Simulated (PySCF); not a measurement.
# Electronic structure of Tc (technetium, neutral) at the TPSS level

Configuration: [Kr] 4d5 5s2, high-spin 6S determinant. Computed with PySCF 2.14 in cc-pVDZ-PP with ECP28MDF (4s4p3d1f, 38 functions), with a scalar-relativistic core potential.

```json
{
 "Total energy": "-80.4015 hartree",
 "One-electron energy": "-137.5795 hartree",
 "Hartree (Coulomb) energy": "65.9736 hartree",
 "Exchange-correlation energy": "-8.7957 hartree",
 "⟨S²⟩": "8.7629",
 "⟨L²⟩": "0.000",
 "Sum of ⟨r⟩": "24.66 bohr",
 "Sum of ⟨r²⟩": "56.25 bohr²",
 "Time after the integrals": "0.63 s of wall time on 1 thread of AMD EPYC 7R13 Processor (shared host)"
}
```

```json
{"shell": "4s α", "electrons": "1", "mean orbital energy (eV)": "-75.477", "rms radius, mean of both spins (bohr)": "1.14"}
{"shell": "4s β", "electrons": "1", "mean orbital energy (eV)": "-72.176", "rms radius, mean of both spins (bohr)": "1.14"}
{"shell": "4p α", "electrons": "3", "mean orbital energy (eV)": "-47.192", "rms radius, mean of both spins (bohr)": "1.26"}
{"shell": "4p β", "electrons": "3", "mean orbital energy (eV)": "-43.460", "rms radius, mean of both spins (bohr)": "1.26"}
{"shell": "4d α", "electrons": "5", "mean orbital energy (eV)": "-7.842", "rms radius, mean of both spins (bohr)": "1.88"}
{"shell": "5s α", "electrons": "1", "mean orbital energy (eV)": "-5.627", "rms radius, mean of both spins (bohr)": "3.63"}
{"shell": "5s β", "electrons": "1", "mean orbital energy (eV)": "-4.202", "rms radius, mean of both spins (bohr)": "3.63"}
```

Energies and moments cover only the electrons outside the core potential.
